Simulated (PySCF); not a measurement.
Input file for PySCF: R-HF/STO-3G on GaF, 2S+1 = 1, a spin state set in the input, which need not be the lowest, a point of a bond scan (R = 1.747 Å).

```python
from pyscf import gto, scf, dft, mp
from pyscf.data.elements import chemcore

mol = gto.M(
    atom='''
    F     0.00000000    0.00000000    0.00000000
    Ga    0.00000000    0.00000000    1.74722600
    ''',
    basis='sto-3g',
    charge=0, spin=0, verbose=3, max_memory=1800)
mf = scf.RHF(mol)
mf.conv_tol = 1e-8
mf.max_cycle = 100
mf.kernel()
if not mf.converged:
    mf = mf.newton().run(mf.mo_coeff, mf.mo_occ)
```

Give the final energy of this run.

-1998.8745 hartree.
